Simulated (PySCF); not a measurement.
PBE on Pb⁻ (lead, charge -1), [Xe] 4f14 5d10 6s2 6p3, high-spin 4S determinant. Calculation: PySCF 2.14, in aug-cc-pVTZ-PP with ECP60MDF (6s5p4d2f, 55 functions); a scalar-relativistic core potential.

```
cycle= 1 E= -192.912966512679  delta_E= -0.0127  |g|= 0.0164  |ddm|= 0.547
cycle= 2 E= -192.912995771331  delta_E= -2.93e-05  |g|= 0.0136  |ddm|= 0.047
cycle= 3 E= -192.913053581395  delta_E= -5.78e-05  |g|= 0.0021  |ddm|= 0.0265
cycle= 4 E= -192.913058010933  delta_E= -4.43e-06  |g|= 0.000614  |ddm|= 0.0104
cycle= 5 E= -192.913058588407  delta_E= -5.77e-07  |g|= 5.09e-06  |ddm|= 0.00276
cycle= 6 E= -192.913058588456  delta_E= -4.83e-11  |g|= 2.38e-07  |ddm|= 2.93e-05
converged SCF energy = -192.913058588456  <S^2> = 3.7513789  2S+1 = 4.0006894
```

Highest occupied orbital energy: 1.006 eV; ⟨L²⟩ = 0.00; populations by l: s 4.00, p 9.00, d 10.00, f 0.00.

(1) Can this result be used?

Results:

(1) With care. The calculation finished and met its thresholds. Energies and moments cover only the electrons outside the core potential. Spin-orbit coupling, which splits the p, d and f shells strongly at this Z, is absent. Spin-orbit coupling is strong in this species (close to jj coupling), so the high-spin LS determinant is a model state, not a physical level. At PBE the highest occupied level has a positive energy, so only the finite basis holds that electron; in a semilocal or global hybrid functional this comes from self-interaction and does not mean that the real anion is unbound.
